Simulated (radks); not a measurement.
Problem. These are the eigenvalues of the occupied orbitals of an atom or ion with whole-number occupations (eV). Calculated with a radial shooting solver on a logarithmic mesh with Libxc functionals: Dirac Kohn-Sham, Slater X-alpha with alpha = 0.616, spin-unpolarised, spherical densities, point nucleus.

1s1/2: -25288.51
2s1/2: -3750.092
2p1/2: -3488.007
2p3/2: -3313.488
3s1/2: -715.5073
3p1/2: -611.4532
3p3/2: -580.7064
3d3/2: -396.0042
3d5/2: -389.8194
4s1/2: -130.3110
4p1/2: -97.2902
4p3/2: -92.0364
4d3/2: -41.5361
4d5/2: -40.8771

Which element is it, and in what charge state? The configuration may be excited. Open shells, if any, are shared by 2j + 1.

Solution. Z = 47, silver, charge +3: Ag3+ in [Kr] 4d8. The list shows which subshells hold electrons but not how many an open one holds; the 1s level, -929.34 hartree, gives Z - s = 43.1 by -(Z - s)^2/2, which with screening and relativity narrows Z to a few neighbours, and the depths of the outer levels then fix element, charge and occupations together.
